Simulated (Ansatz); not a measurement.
Species: H$_{3}$InS$_{3}$, SMILES `[SH][In]([SH])[SH]` (charge 0, multiplicity 1), formula H3InS3.

How many basis functions does frozen-core CCSD(T)/def2-TZVPP // PBE0-D4/def2-TZVP in Ansatz (a quantum-chemistry and plane-wave program) use, how many core orbitals are frozen, and how many electrons are correlated?

218 basis functions and 19 frozen orbitals, which leaves 34 correlated electrons (filled d shells below the valence shell are correlated). Core time is of the order of minutes.
